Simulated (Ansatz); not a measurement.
Total energies of Sn₁₁PH₂₂, a doped cluster cut from the lattice of tin (P on a surface site) from Ansatz at PBE-D4/def2-TZVP, gas phase (1 Eh = 27.2114 eV = 2625.5 kJ/mol). The reference geometry is relaxed at PBE-D4/def2-SVP.

```
atom    x (Å)    y (Å)    z (Å)
 Sn1  -2.5863  -1.5922  -3.2295
 Sn2   2.9714   1.2133  -2.1192
 Sn3  -5.1957  -0.9453   0.5445
 Sn4   0.8002   3.1552   1.5717
  P5  -0.8979  -0.6012   0.5088
 Sn6   5.1293   1.7713   1.9669
 Sn7  -5.1335  -1.9405  -2.0860
 Sn8   0.5155   1.4735  -0.6820
 Sn9  -0.6431  -2.3471  -1.3504
Sn10   4.9644   0.2387  -0.3858
Sn11  -2.8798  -1.7352   1.9364
Sn12   2.6285   1.8355   3.2501
 H13  -2.2968   0.0722  -3.6117
 H14  -2.3969  -2.5165  -4.6839
 H15   3.5076   2.7073  -2.8413
 H16   2.7585   0.0820  -3.4253
 H17  -5.2101   0.7871   0.4646
 H18  -6.6643  -1.4422   1.3241
 H19   1.3982   4.7482   1.2164
 H20  -0.7324   3.3448   2.3711
 H21   0.1906  -1.0716   1.3254
 H22   5.5743   3.3972   1.5495
 H23   6.3774   1.1627   3.0110
 H24  -6.3301  -1.1769  -3.0852
 H25  -5.4756  -3.6414  -2.0781
 H26  -0.7081   2.1649  -1.7309
 H27   0.9960  -2.2642  -1.9057
 H28  -0.9329  -3.9130  -0.6620
 H29   6.5096   0.1797  -1.1797
 H30   4.5659  -1.3940   0.0572
 H31  -2.8418  -1.0104   3.5186
 H32  -2.8008  -3.4693   2.1429
 H33   2.7477   2.5322   4.8357
 H34   2.0910   0.1951   3.4618
```

```tsv
state	geometry	energy (Eh)
charge 0 doublet	reference	-2711.79006
charge 1 singlet	reference	-2711.57586
charge -1 singlet	reference	-2711.87537
charge -1 singlet	relaxed at PBE-D4/def2-SVP	-2711.90693
free Sn atom (triplet)	–	-214.24935
free P atom (quartet)	–	-341.10299
free H atom (doublet)	–	-0.49962
```

In the def2 sets Sn takes a core potential; there is no spin–orbit coupling. Single mean-field runs in def2-TZVP are fitted with def2-universal-jkfit.

Q: Work out the vertical ionisation energy to the singlet.

A: E(charge 1 singlet) − E(charge 0 doublet) = -2711.57586 − (-2711.79006) = 0.21420 Eh = 5.83 eV. For comparison, −ε of the highest occupied level of the spin that leaves is 4.19 eV at this level, 1.64 eV less.

Q: Work out the vertical electron affinity, to the singlet.

A: E(charge 0 doublet) − E(charge -1 singlet) = -2711.79006 − (-2711.87537) = 0.08531 Eh = 2.32 eV. The basis lacks diffuse functions, which makes affinities too small.

Q: Give the fundamental gap IE − EA, the Mulliken electronegativity (IE + EA)/2 and the hardness (IE − EA)/2.

A: From the values in Eh: IE − EA = 0.21420 − 0.08531 = 0.12889 Eh = 3.51 eV; (IE + EA)/2 = 4.08 eV; (IE − EA)/2 = 1.75 eV.

Q: How much does the charge -1 singlet relax, and what is the adiabatic electron affinity?

A: Relaxation: -2711.87537 − (-2711.90693) = 0.03156 Eh = 0.86 eV. Adiabatic electron affinity: 0.11687 Eh = 3.18 eV, without zero-point energy. Bonds change on the way (1 lost, 0 formed), so the relaxed form is another species. 

Q: What is the binding energy per atom against free atoms?

A: Atoms: 11 × (-214.24935) + 1 × (-341.10299) + 22 × (-0.49962) = -2708.83748 Eh. Binding: -2708.83748 − (-2711.79006) = 2.95258 Eh = 80.34 eV, or 2.36 eV for each of 34 atoms (no zero-point energy, no counterpoise term).
